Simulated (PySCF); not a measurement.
C5H10O (SMILES C[C@H]1C[C@@H](O)C1), singlet, at a GFN2-xTB geometry; PySCF with DF-CAMB3LYP/def2-TZVPD.

The PySCF input:
```python
from pyscf import gto, scf, dft

mol = gto.Mole()
mol.atom = '''
    C     2.225668   -0.327478   -0.238499
    C     0.970802    0.524490   -0.260495
    C    -0.214773   -0.008678   -1.087128
    C    -1.147980    0.271039    0.109234
    O    -1.969878   -0.780651    0.541325
    C     0.084513    0.486541    0.998378
    H     1.985146   -1.350227    0.043058
    H     2.939992    0.068926    0.480089
    H     2.694291   -0.339961   -1.220638
    H     1.222910    1.549244   -0.540693
    H    -0.130505   -1.076577   -1.280879
    H    -0.442193    0.513528   -2.014355
    H    -1.736975    1.188623   -0.027787
    H    -2.628781   -0.964293   -0.136409
    H     0.077755    1.373039    1.626973
    H     0.268009   -0.392581    1.611098
'''
mol.basis = 'def2-tzvpd'
mol.charge = 0
mol.spin = 0
mol.verbose = 4
mol.max_memory = 1800
mol.build()

mf = dft.RKS(mol)
mf.xc = 'camb3lyp'
mf = mf.density_fit(auxbasis='def2-universal-jkfit')
mf.kernel()
```

The log (banner, timings and long lists left out):

```
PySCF version 2.14.0

[INPUT] verbose = 4
[INPUT] num. atoms = 16
[INPUT] num. electrons = 48
[INPUT] charge = 0
[INPUT] spin (= nelec alpha-beta = 2S) = 0
[INPUT] symmetry False subgroup None
[INPUT] Mole.unit = angstrom
[INPUT] Symbol           X                Y                Z      unit          X                Y                Z       unit  Magmom
[...]
nuclear repulsion = 251.003314823317
number of shells = 129
number of NR pGTOs = 425
number of NR cGTOs = 315
basis = def2-tzvpd
ecp = {}

******** <class 'pyscf.df.df_jk.DFRKS'> ********
method = DFRKS
initial guess = minao
damping factor = 0
level_shift factor = 0
DIIS = <class 'pyscf.scf.diis.CDIIS'>
diis_start_cycle = 1
diis_space = 8
diis_damp = 0
SCF conv_tol = 1e-09
SCF conv_tol_grad = None
SCF max_cycles = 50
direct_scf = False
XC library pyscf.dft.libxc version 7.1.2
    S. Lehtola, C. Steigemann, M. J. T. Oliveira, and M. A. L. Marques,  SoftwareX 7, 1–5 (2018)
XC functionals = camb3lyp
    T. Yanai, D. P. Tew, and N. C. Handy,  Chem. Phys. Lett. 393, 51 (2004)
radial grids:
    Treutler-Ahlrichs [JCP 102, 346 (1995); DOI:10.1063/1.469408] (M4) radial grids

becke partition: Becke, JCP 88, 2547 (1988); DOI:10.1063/1.454033
pruning grids: <function nwchem_prune>
grids dens level: 3
symmetrized grids: False
atomic radii adjust function: <function treutler_atomic_radii_adjust>
small_rho_cutoff = 0
Set gradient conv threshold to 3.16228e-05
Initial guess from minao.
tot grids = 182752
******** <class 'pyscf.df.df.DF'> ********
auxbasis = def2-universal-jkfit
Create RSH-DF object <pyscf.df.df.DF object> for omega=0.33
******** <class 'pyscf.df.df.DF'> ********
auxbasis = auxmol.basis = def2-universal-jkfit
init E= -272.521030544437
[...]
cycle= 1 E= -271.623504524877  delta_E= 0.898  |g|= 0.67  |ddm|= 5.05
[...]
cycle= 2 E= -271.591532045014  delta_E= 0.032  |g|= 0.833  |ddm|= 3.89
[...]
cycle= 3 E= -271.709292637096  delta_E= -0.118  |g|= 0.0687  |ddm|= 1.85
[...]
cycle= 4 E= -271.710020413282  delta_E= -0.000728  |g|= 0.0334  |ddm|= 0.217
[...]
cycle= 5 E= -271.710271768993  delta_E= -0.000251  |g|= 0.00523  |ddm|= 0.104
[...]
cycle= 6 E= -271.710277923622  delta_E= -6.15e-06  |g|= 0.00137  |ddm|= 0.0149
[...]
cycle= 7 E= -271.710278346861  delta_E= -4.23e-07  |g|= 0.000393  |ddm|= 0.00334
[...]
cycle= 8 E= -271.710278384804  delta_E= -3.79e-08  |g|= 8.22e-05  |ddm|= 0.00123
[...]
cycle= 9 E= -271.710278386697  delta_E= -1.89e-09  |g|= 1.94e-05  |ddm|= 0.00047
[...]
cycle= 10 E= -271.710278386806  delta_E= -1.08e-10  |g|= 7.2e-06  |ddm|= 9.24e-05
[...]
Extra cycle  E= -271.71027838681  delta_E= -4.09e-12  |g|= 6.62e-06  |ddm|= 3.57e-05
converged SCF energy = -271.71027838681
```
